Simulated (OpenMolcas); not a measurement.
## As+: effect of the basis set

| Item | Value |
| --- | --- |
| Program | OpenMolcas |
| Method | MS-RASPT2, IPEA 0.25 Eh, imaginary shift 0.1 Eh (closed shells correlated: 3d) |
| Active space | 4 electrons in 9 orbitals (RAS2 4s 4p; RAS3 4d, at most 2 electrons) |
| State averaging | 2S+1 = 3 even, 6 roots; 2S+1 = 1 even, 6 roots; 2S+1 = 5 odd, 1 root; 2S+1 = 3 odd, 8 roots; 2S+1 = 1 odd, 8 roots |
| Spin-orbit coupling | RASSI with atomic mean-field integrals over the reference wave functions, term energies averaged over their components |

A. ANO-RCC-VTZP [6s5p3d1f], DKH2, point nucleus; CASPT2 step about 16 core-seconds
B. ANO-RCC-VQZP [7s6p4d2f1g], DKH2, point nucleus; CASPT2 step of the order of 13 core-seconds
C. ANO-RCC [9s8p6d4f2g], DKH2, point nucleus; CASPT2 step about 30 core-seconds

Energies in cm⁻¹ above 4s² 4p² ³P₀, the measured ground level; measured values from NIST Handbook of Basic Atomic Spectroscopic Data.

```tsv
Level	A	B	C	Measured
4s² 4p² ³P₀	0.0	0.0	0.0	0.0
4s² 4p² ³P₁	954	941	953	1063
4s² 4p² ³P₂	2330	2290	2320	2541
4s² 4p² ¹D₂	10180	9990	10150	10096
4s² 4p² ¹S₀	22980	22660	22820	22599
4s 4p³ ⁵S°₂	50830	51800	52860	54817
4s 4p³ ³D°₁	71880	72060	72790	73750
4s 4p³ ³D°₂	71930	72110	72840	73862
4s 4p³ ³D°₃	72160	72350	73090	74244
```

Deviations, from unrounded energies. A percentage is the sum of absolute deviations over the sum of measured energies, with the sign that they share, or ± where signs differ.

```tsv
Against measurement	Levels	A	B	C
mean absolute deviation (cm-1)	8	1300	1100	710
fine structure of the ground term (%)	2	-9.0	-10.3	-9.1
other terms of the ground configuration (%)	2	+1.4	±0.5	+0.8
other configurations (%)	4	-3.6	-3.0	-1.8
```

C lies closest to measurement on these levels and A furthest from it. The largest miss of C in the table is 4s 4p³ ⁵S°₂, by -2000 cm-1. The ranking rests on the paired levels alone, and a cruder setting can come out closer through cancelling errors.

Among A to C the level of the table that moves most is 4s 4p³ ⁵S°₂, by 2000 cm-1 (lowest in A, highest in C). Moves below CASPT2's spread within the term are not significant.

Term energies are means over components that CASPT2 splits; among the terms shown or strongly mixed into the levels shown the widest spread is 40 cm-1 (4s² 4p² ¹D, C). Over all roots computed the reference weight is 0.92 to 0.98 in B, 0.90 to 0.97 in C; the roots of lowest weight are the least certain, and an intruder state may touch them. The run also gave levels led by 4s 4p² 4d, 4s² 4p 4d, which use shells meant for correlation; these and all levels above them are left out. Some terms mix strongly with configurations of 4d, whose occupation reaches 0.27 (4s 4p³ ³D°, 4s 4p³ ³P°) (figures for A; the like holds for B, C). Computed and measured levels are paired by configuration, term and J; levels that our copy of the source lacks, or whose pairing is in doubt (as where it misses far off the trend of its configuration), stay unpaired and out of the deviations. Levels of configurations outside the active space are missing. Levels that lie high or do not pair safely by name in every column are left out.

° marks odd parity.
